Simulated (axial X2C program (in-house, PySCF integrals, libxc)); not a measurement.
# Levels of CaS⁻ by electron attachment to CaS (EOM-EA-CCSD)

Computed with an in-house all-electron X2C program for linear molecules (integrals from PySCF): two-component X2C with atomic mean-field Coulomb and Gaunt terms, Gaussian nuclei, basis Ca dyall-acv3z, S dyall-av3z with contracted cores.

R = 2.301 Å (near the PBE0 minimum at charge 0 of the determinant lowest at the starting distance; the state shown can have its own minimum elsewhere).

Levels of CaS⁻ obtained by attaching an electron to CaS:

```tsv
Ω	binding energy (eV)	above lowest (cm⁻¹)	attached spinor	one-particle weight
1/2	1.280	0	55% Ca sσ, 33% Ca pσ, 7% S pσ	0.97
1/2	0.017	10186	78% Ca pπ, 20% Ca dπ	0.99
3/2	0.015	10203	78% Ca pπ, 19% Ca dπ	0.99
1/2	-0.068	10875	59% Ca pσ, 36% Ca sσ	1.00
1/2	-0.452	13973	88% Ca pπ, 11% Ca dπ	0.99
3/2	-0.454	13984	88% Ca pπ, 11% Ca dπ	0.99
1/2	-0.465	14075	47% Ca sσ, 26% Ca dσ, 25% Ca pσ	0.99
```

Negative binding energies belong to unbound states, resonances or levels that the basis set holds; within some tenths of an eV of zero the sign is not settled.

This point took 24 s on 1 thread of AMD EPYC 7R43 64-Core Processor (Zen 3), on a shared host.

Reference electrons by ω block (each with its −ω partner): 1/2: 14, 3/2: 4. 16 electrons of CaS correlated (inner shells frozen), 88 natural virtual spinors (a truncated set); levels can be off by some tenths of an eV. Roots sought by Ω: (1/2: 5, 3/2: 4, 5/2: 2, 7/2: 1); the list ends where they run out and leaves out roots under 60 % one-particle weight. The solver can skip a root, and states that need a further excitation, which the method places far too high, are missing though they may lie low or lowest. T1 of the reference 0.031 (Lee–Taylor). Number of frozen shells: Ca 2 s, 1 p; S 2 s, 1 p. Large amplitudes in the reference (orbital relaxation or multireference character) lower the reliability.
